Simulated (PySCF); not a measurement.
## Computed properties of Ge(NH2)(SH) (GeH3NS), SMILES [SH][Ge][NH2]

Ge(NH2)(SH) (GeH3NS), SMILES [NH2][Ge][SH] (connectivity only; charge and spin as stated), neutral, multiplicity 1. Geometry: ωB97X-D3(BJ)/def2-TZVP. The values are those of a single conformer. All values are computed for the isolated molecule unless a solvent is named; none is compared with measurement here.

**Structure.** The optimised structure has Cs symmetry. All 12 harmonic modes at ωB97X-D3(BJ)/def2-TZVP (PySCF) are real, so it is a minimum. With heavy atoms numbered as in [Ge:1]([NH2:2])[SH:5], the shortest bond between them is Ge1–N2 at 1.815 Å and the longest Ge1–S5 at 2.240 Å.

**Vibrations.** The strongest infrared lines (harmonic, unscaled, degenerate partners summed) lie at 401 cm⁻¹ (212 km/mol, H 81 %, N 19 %), 720 cm⁻¹ (94 km/mol, N 66 %, H 20 %, Ge 14 %), 394 cm⁻¹ (54 km/mol, S 66 %, Ge 30 %). The softest mode is at 206 cm⁻¹ and the zero-point energy is 22.3 kcal/mol.

**Electronic structure.** r2SCAN/def2-TZVPD (PySCF) places the frontier levels at -6.20 and -2.21 eV, a gap of 3.99 eV, and gives a dipole moment of 1.40 D and a mean polarisability of 67.3 bohr³.

**Excitations.** TDDFT-PBE0/def2-SVPD (PySCF) has S1 at 4.36 eV (284 nm, f = 0.030, weak); the most intense of the 10 singlets computed lies at 6.92 eV (f = 0.47). T1 (TDA) is at 3.11 eV. No vertical singlet excitation falls in the visible range (under 3.1 eV).

**NMR.** GIAO shifts at KT2/pcSseg-2 (PySCF) (non-relativistic, atoms alike by connectivity averaged): ¹H from 2.9 to 5.3 ppm against TMS.
